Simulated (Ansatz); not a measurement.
Species: Si$_{2}$H$_{3}$F, charge 0, singlet. A triplet may lie lower; no result for it is given here. Si2H3F (SMILES [SiH3][Si]F).
B3LYP-D3(BJ)/def2-TZVP minimum from Ansatz (an electronic-structure program):
```
Si
H 1 1.4867
H 1 1.4884 2 108.11
H 1 1.4884 2 108.11 3 -116.74
Si 1 2.4530 2 112.37 3 121.63
F 5 1.6262 1 95.67 2 -180.00
```

Hartree-Fock and CCSD(T) correlation energies in hartree (Ansatz). UHF or UKS for unpaired electrons; spin-orbit terms are left out. Correlated methods leave the cores frozen. No relativity. The restricted determinant of H3FSi2 (F[Si][SiH3], singlet) is unstable towards broken spin symmetry in at least one set run.

```json
[
 {"basis": "cc-pV(T+d)Z", "X": "3", "E(HF)": "-679.11530", "E(corr, CCSD(T))": "-0.53119"},
 {"basis": "cc-pV(Q+d)Z", "X": "4", "E(HF)": "-679.13179", "E(corr, CCSD(T))": "-0.56928"},
 {"basis": "cc-pV(5+d)Z", "X": "5", "E(HF)": "-679.13530", "E(corr, CCSD(T))": "withheld"}
]
```

Question: Fit E(corr) = E∞ + A/X³ to X = 3 and 4, predict X = 5, and compare with the run.

Answer: A = (-0.53119 - (-0.56928))/(1/27 - 1/64) = 1.7789; E∞ = -0.56928 - A/64 = -0.59708; at X = 5, E∞ + A/125 = -0.58284. The run gave -0.58298, 0.14 mEh below the prediction. The same form on X = 4 and 5 gives E∞ = -0.59735, 0.28 mEh below the first estimate.
